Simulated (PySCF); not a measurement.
C₄H₇NSi, SMILES N#C/C=C\C[SiH3].

Coordinates come from a PBE-D3(BJ)/def2-SVP optimisation. The structure was generated by enumeration; whether it is a known compound was not checked. One conformer was computed; it need not be the lowest.

Two levels are set side by side: PBE/def2-TZVP (PySCF) and PBE0/def2-TZVP (PySCF). Same geometry, gas phase. Differences are taken from unrounded values.

```csv
quantity,PBE
orbital gap (eV),4.07
highest occupied level (eV),-6.58
lowest empty level (eV),-2.52
dipole moment (D),4.10
mean polarisability (bohr³),84.0
```

Q: These are the PBE values. What does PBE0 give? (An estimate is asked for; the answer gives what the named calculation found.)

A: 
```
quantity                      PBE0  PBE minus PBE0
---------------------------  -----  --------------
orbital gap (eV)              6.03           -1.97
highest occupied level (eV)  -7.64            1.06
lowest empty level (eV)      -1.61           -0.91
dipole moment (D)             4.23           -0.13
mean polarisability (bohr³)   81.5             2.5
```

PBE's occupied levels lie high since its potential decays too fast outside the molecule; exact exchange lowers them and widens the gap. PBE's more diffuse valence density responds more strongly to a field. Differences between two approximate levels are no errors against the true value.

Rough cost on one machine, each run with all the roots and properties that it gave: PBE0 against PBE within a factor of 2.
